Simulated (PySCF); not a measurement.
Molfile (atoms numbered from 1):
```
C4H6BN
     RDKit          3D

 12 11  0  0  0  0  0  0  0  0999 V2000
    2.3817   -1.0644    0.5088 C   0  0  0  0  0  0  0  0  0  0  0  0
    1.3041   -0.7083    0.0675 C   0  0  0  0  0  0  0  0  0  0  0  0
   -0.0940   -0.2608   -0.4923 B   0  0  1  0  0  0  0  0  0  0  0  0
   -1.3802   -0.7452    0.3612 C   0  0  0  0  0  0  0  0  0  0  0  0
   -0.0763    1.3119   -0.4637 N   0  0  0  0  0  0  0  0  0  0  0  0
   -0.0765    2.4581   -0.4440 C   0  0  0  0  0  0  0  0  0  0  0  0
    3.3281   -1.3972    0.8937 H   0  0  0  0  0  0  0  0  0  0  0  0
   -0.2049   -0.4865   -1.6954 H   0  0  0  0  0  0  0  0  0  0  0  0
   -2.3284   -0.3551   -0.0422 H   0  0  0  0  0  0  0  0  0  0  0  0
   -1.3128   -0.4735    1.4268 H   0  0  0  0  0  0  0  0  0  0  0  0
   -1.4277   -1.8440    0.3076 H   0  0  0  0  0  0  0  0  0  0  0  0
   -0.0709    3.5380   -0.4353 H   0  0  0  0  0  0  0  0  0  0  0  0
  1  2  3  0
  2  3  1  0
  3  4  1  0
  3  5  1  0
  5  6  3  0
  1  7  1  0
  3  8  1  6
  4  9  1  0
  4 10  1  0
  4 11  1  0
  6 12  1  0
M  CHG  2   3  -1   5   1
M  END
```

Geometry: PBE0-D3(BJ)/def2-SVP; GIAO absolute shieldings from PySCF, gas phase, non-relativistic, averaged over equivalent atoms.

At PBE0/cc-pVDZ (114 basis functions, 8.7 s wall time on 1 thread of an Arm Neoverse V1, shared host):
| atoms | σ (ppm) |
| --- | --- |
| C6 | 95.7 |
| C2 | 107.9 |
| C1 | 112.0 |
| C4 | 190.3 |
| B3 | 133.0 |
| N5 | 43.1 |
| H12 | 27.10 |
| H8 | 28.16 |
| H7 | 29.42 |
| H9/H10/H11 | 31.15 |

What do these become at PBE0/6-311+G(2d,p)?

Answers


```
     atoms  σ at PBE0/6-311+G(2d,p)  change
        C6                     80.4   -15.3
        C2                     88.7   -19.2
        C1                     97.8   -14.2
        C4                    180.7    -9.6
        B3                    127.4    -5.6
        N5                     21.4   -21.7
       H12                    27.19   +0.09
        H8                    28.19   +0.03
        H7                    29.57   +0.15
H9/H10/H11                    31.43   +0.28
```

The largest change is at N5 (donor nitrogen of a Lewis adduct). Cost: 198 basis functions, 18 s wall time on 1 thread of an Arm Neoverse V1, shared host. The order of the carbon signals is the same at both levels.

A carbon bonded to boron is broadened by the quadrupolar boron nucleus and is often missing from a measured spectrum.
